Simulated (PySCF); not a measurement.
Ionisation energy of Nb⁺ by level of theory

Nb⁺ [Kr] 4d4 (5D) → Nb²⁺ [Kr] 4d3 (4F), as a difference of total energies. Calculation: PySCF 2.14, in ANO-RCC-VTZP (7s6p4d2f1g, 68 functions); scalar relativity by spin-free X2C-1e. Correlated levels: valence: [Kr] frozen; valence and next inner shell: [Ar] 3d10 frozen. The calculations carry no spin-orbit coupling.

Q: Order these methods by the ionisation energy they give, lowest first.
A. SCS-MP2 (valence)
B. M06-2X
C. PBE0
D. MP2 (valence and next inner shell)

A: A (13.276 eV), D (14.137 eV), B (14.218 eV), C (14.403 eV).

A first-order spin-orbit estimate (lowest level to lowest level, LS coupling) adds -0.053 eV.

Errors of the correlated levels include the incompleteness of this basis and the frozen core.

For comparison: 14.32 eV (semi-empirical (NIST evaluation); NIST Atomic Spectra Database, ionization energies).
